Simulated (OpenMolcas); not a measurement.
Computed levels of 4s² 4p² in ions with 32 electrons, in cm-1 above ³P₀.

```yaml
Program: OpenMolcas 26.06
Method: CASSCF
Basis: ANO-RCC-VQZP
Scalar_Hamiltonian: DKH2, point nucleus
Spin-orbit_coupling: RASSI with atomic mean-field integrals over the reference wave functions, term energies averaged over their components
```

Active space for each ion: 2 electrons in 3 orbitals (4p).

```json
{"Level": "³P₁", "As+": "886", "Se2+": "1452", "Kr4+": "3166"}
{"Level": "³P₂", "As+": "2253", "Se2+": "3523", "Kr4+": "6966"}
{"Level": "¹D₂", "As+": "12470", "Se2+": "15439", "Kr4+": "21909"}
{"Level": "¹S₀", "As+": "28375", "Se2+": "34246", "Kr4+": "45602"}
```

Estimate ³P₂, ¹D₂, ¹S₀ for Br3+ from its neighbours Se2+ and Kr4+.

³P₂ is fine structure, which grows about as the fourth power of a screened charge, so the fourth roots are averaged: ((3523^0.25 + 6966^0.25) / 2)^4 = 5026. The calculation gives 5083, so the estimate is off by -1.1 %.
¹D₂ is another term, which grows about linearly with the charge: (15439 + 21909) / 2 = 18674. The calculation gives 18534, so the estimate is off by +0.8 %.
¹S₀ is another term, which grows about linearly with the charge: (34246 + 45602) / 2 = 39924. The calculation gives 39902, so the estimate is off by +0.1 %.

With the s shell closed, the reference lacks s² → p² mixing. Without dynamic correlation excited terms often stand tens of per cent too high (terms of higher spin than the ground term too low), and those without a measured partner can miss by more than the paired ones (holds for As+). Levels of configurations outside the active space are missing.
